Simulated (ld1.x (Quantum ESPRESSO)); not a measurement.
**Sr (Z = 38): excitation energies, all-electron against TM**

- Element: Sr
- Generator: ld1.x (Quantum ESPRESSO) 7.5
- Type: norm-conserving Troullier–Martins (Kleinman–Bylander form)
- Functional: PBE
- Relativity: fully relativistic
- Frozen core: [Ar] 3d10
- Valence charge: 10
- Reference configuration: 4s2 4p6 4d0 5s0 5p0 (charge +2)
- Partial waves: 4p (bound): rc 1.55 bohr; 4d (bound, empty): rc 3.25 bohr; 4s (bound): rc 1.65 bohr
- Local potential: the s channel
- Core correction: Bessel-smoothed model core inside 0.80 bohr

Open shells are filled in proportion to 2j + 1 (rel_dist='average').

Energies are relative to the spin-unpolarised reference configuration 4s2 4p6 4d0 5s0 5p0; without spin polarisation the order of configurations can differ from experiment.

Question: Give the all-electron excitation energy and the error of the potential for: 4s2 4p6 4d0 5s2 5p0; 4s2 4p6 4d0 5s1 5p0; 4s2 4p6 4d0 5s1.5 5p0; 4s2 4p5 4d0 5s2 5p0; 4s2 4p6 4d0 5s0 5p1; 4s2 4p6 4d1 5s0 5p0; 4s2 4p6 4d0.5 5s1.5 5p0.

Answer:

| valence configuration | charge | ΔE all-electron (eV) | error AE − PS (meV) |
| --- | --- | --- | --- |
| 4s2 4p6 4d0 5s2 5p0 | 0 | -16.891 | +209 |
| 4s2 4p6 4d0 5s1 5p0 | +1 | -11.006 | +154 |
| 4s2 4p6 4d0 5s1.5 5p0 | +0.5 | -14.552 | +190 |
| 4s2 4p5 4d0 5s2 5p0 | +1 | 11.433 | +505 |
| 4s2 4p6 4d0 5s0 5p1 | +1 | -8.071 | +84 |
| 4s2 4p6 4d1 5s0 5p0 | +1 | -9.241 | +12 |
| 4s2 4p6 4d0.5 5s1.5 5p0 | 0 | -15.745 | +150 |

A Bessel basis up to 400 Ry misses an occupied level by 0.03 Ry, so cutoffs and ghosts were not judged.
